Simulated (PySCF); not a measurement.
2-(1-methylpyrrol-2-yl)-1,3,4-oxadiazole (C7H7N3O), SMILES Cn1cccc1-c1nnco1.

The structure is a stationary point at r2SCAN-D4/def2-SVP. The values are those of a single conformer.

Computed with PySCF with TDA-PBE/def2-SVP.

Vertical excitations.  State labels are in the subgroup Cs.

```json
[
 {"state": "S1", "symmetry": "A\"", "energy (eV)": "4.45", "λ (nm)": "279", "f": "0.000", "main pairs": "HOMO−1→LUMO 99 %"},
 {"state": "S2", "symmetry": "A'", "energy (eV)": "4.59", "λ (nm)": "270", "f": "0.354", "main pairs": "HOMO→LUMO 63 %, HOMO→LUMO+1 24 %"},
 {"state": "S3", "symmetry": "A'", "energy (eV)": "4.84", "λ (nm)": "256", "f": "0.035", "main pairs": "HOMO−2→LUMO 78 %"},
 {"state": "S4", "symmetry": "A'", "energy (eV)": "5.38", "λ (nm)": "230", "f": "0.333", "main pairs": "HOMO→LUMO+1 58 %, HOMO→LUMO 24 %"},
 {"state": "S5", "symmetry": "A'", "energy (eV)": "5.71", "λ (nm)": "217", "f": "0.059", "main pairs": "HOMO−2→LUMO+1 77 %"},
 {"state": "S6", "symmetry": "A\"", "energy (eV)": "5.76", "λ (nm)": "215", "f": "0.000", "main pairs": "HOMO−4→LUMO 79 %, HOMO−1→LUMO+1 20 %"},
 {"state": "S7", "symmetry": "A\"", "energy (eV)": "6.05", "λ (nm)": "205", "f": "0.009", "main pairs": "HOMO−1→LUMO+1 68 %, HOMO−4→LUMO 19 %"},
 {"state": "S8", "symmetry": "A'", "energy (eV)": "6.23", "λ (nm)": "199", "f": "0.051", "main pairs": "HOMO−3→LUMO 45 %, HOMO→LUMO+2 24 %"},
 {"state": "S9", "symmetry": "A\"", "energy (eV)": "6.42", "λ (nm)": "193", "f": "0.001", "main pairs": "HOMO→LUMO+3 99 %"},
 {"state": "S10", "symmetry": "A\"", "energy (eV)": "6.62", "λ (nm)": "187", "f": "0.005", "main pairs": "HOMO−1→LUMO+2 87 %"},
 {"state": "T1", "symmetry": "A'", "energy (eV)": "3.16", "λ (nm)": "392", "f": "0", "main pairs": "HOMO→LUMO 98 %"},
 {"state": "T2", "symmetry": "A'", "energy (eV)": "4.05", "λ (nm)": "306", "f": "0", "main pairs": "HOMO−2→LUMO 98 %"},
 {"state": "T3", "symmetry": "A\"", "energy (eV)": "4.14", "λ (nm)": "299", "f": "0", "main pairs": "HOMO−1→LUMO 99 %"},
 {"state": "T4", "symmetry": "A'", "energy (eV)": "4.39", "λ (nm)": "282", "f": "0", "main pairs": "HOMO→LUMO+1 93 %"}
]
```
Triplets are in the Tamm–Dancoff approximation.
